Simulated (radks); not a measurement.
Values are calculated unless marked as measured or tabulated.
Species: the manganese ion Mn1.5+. Configuration: [Ar] 3d3 4s1 4p1.5 (fractional occupations, a model configuration). Code: a radial shooting solver on a logarithmic mesh with Libxc functionals. Model: scalar-relativistic Kohn-Sham, BLYP, spin-unpolarised, spherical densities, finite nucleus; Fermi nuclear charge, rms radius 3.7057 fm.

Normalised radial functions P(r) = r R(r), r in bohr:

r              2s       3s      3d
0.002623   0.1916   0.0740  0.0000
0.003443   0.2452   0.0947  0.0000
0.004483   0.3094   0.1195  0.0000
0.005884   0.3898   0.1505  0.0000
0.007662   0.4822   0.1862  0.0001
0.01006    0.5911   0.2281  0.0001
0.0131     0.7057   0.2721  0.0003
0.01719    0.8229   0.3169  0.0007
0.02238    0.9183   0.3527  0.0014
0.02938    0.9691   0.3704  0.0029
0.03826    0.9343   0.3537  0.0060
0.05022    0.7651   0.2827  0.0123
0.06539    0.4319   0.1463  0.0243
0.08583   -0.0969  -0.0666  0.0472
0.1118    -0.7430  -0.3180  0.0867
0.1467    -1.4124  -0.5540  0.1549
0.191     -1.8741  -0.6548  0.2576
0.2507    -1.9725  -0.5136  0.4065
0.3265    -1.6600  -0.1004  0.5862
0.4285    -1.0796   0.5023  0.7795
0.558     -0.5337   1.0194  0.9287
0.7324    -0.1800   1.2262  0.9855
0.9537    -0.0405   1.0448  0.9148
1.252     -0.0049   0.6440  0.7320
1.63      -0.0003   0.2897  0.5040
2.139     0.0000   0.0858  0.2836
2.786     0.0000   0.0165  0.1285
3.657     0.0000   0.0016  0.0414
4.761     0.0000   0.0001  0.0092
6.25      0.0000   0.0000  0.0011
8.138      0.0000   0.0000  0.0001

2s: eigenvalue -775.63 eV, 1 radial node at r = 0.0821 bohr, <r> = 0.280 bohr, 90 % of the charge inside 0.433 bohr. 3s: eigenvalue -114.34 eV, 2 radial nodes at r = 0.0795, 0.343 bohr, <r> = 0.836 bohr, 90 % of the charge inside 1.25 bohr. 3d: eigenvalue -33.236 eV, 0 radial nodes, <r> = 1.00 bohr, 90 % of the charge inside 1.67 bohr.
